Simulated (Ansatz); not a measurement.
Abridged output of a molecular run in Ansatz:

```
Functional definition: HF
1063 factors; integrals over basis functions are off by at most 1.2e-3 eV
mean field evaluation 1: about -19905.2873 eV, gradient 3.1e1 eV
mean field evaluation 2: about -19905.2921 eV, gradient 3.1e1 eV
mean field evaluation 4: about -19908.1188 eV, gradient 3.6e0 eV
mean field evaluation 8: about -19908.1688 eV, gradient 3.0e-4 eV
mean field -19908.16884130 eV, -731.6117106761 hartree, gradient 2.7e-6 eV, S^2 0.000000; 0 other end points of the search recorded, 0 dependent functions left out
13 core orbitals not correlated: weight in the atoms' cores, before any rotation towards them, 1.000 or more for the frozen orbitals, at most 0.000 for the correlated occupied ones
reference -19908.16884130 eV, -731.6117106761 hartree; 14, 14 occupied and 81, 81 virtual orbitals, 1063 factors
second order -17.30356182 eV of doubles, -0.00000000 eV of singles
cycle   1  -18.06003936 eV  change   -7.6e-1 eV  update   1.1e-1
cycle   2  -18.61655614 eV  change   -5.6e-1 eV  update   3.4e-2
cycle   3  -18.74224192 eV  change   -1.3e-1 eV  update   1.8e-2
cycle   4  -18.73924368 eV  change    3.0e-3 eV  update   4.7e-3
cycle   5  -18.73791395 eV  change    1.3e-3 eV  update   2.0e-3
cycle   6  -18.73807502 eV  change   -1.6e-4 eV  update   5.6e-4
cycle   7  -18.73785301 eV  change    2.2e-4 eV  update   2.0e-4
cycle   8  -18.73782800 eV  change    2.5e-5 eV  update   7.0e-5
cycle   9  -18.73784964 eV  change   -2.2e-5 eV  update   2.7e-5
perturbative correction -0.65685833 eV, -0.0241390985 hartree
Total energy: -19927.56354927 eV, -732.3244530478 hartree
```

Its atoms:

Z-matrix (Å, degrees):
```
Si
Si 1 2.325
C 1 1.861 2 76.2
H 1 1.489 2 119.4 3 112.1
H 1 1.489 2 119.4 3 -112.1
C 2 1.892 1 73.9 3 -0.0
H 2 1.488 1 121.0 3 108.9
H 2 1.488 1 121.0 3 -108.9
H 3 1.090 1 132.3 2 180.0
O 6 1.344 2 126.6 1 180.0
H 10 0.966 6 109.6 2 -180.0
```

Which basis set was used?
A. def2-SVPD
B. cc-pV(Q+d)Z
C. def2-TZVPP
D. def2-SVP

D. It gives 108 functions.

Write the keys of the input that set method, charge and spin (a neutral closed shell needs none for the last two).


```yaml
correlation: {method: ccsd_t}
```
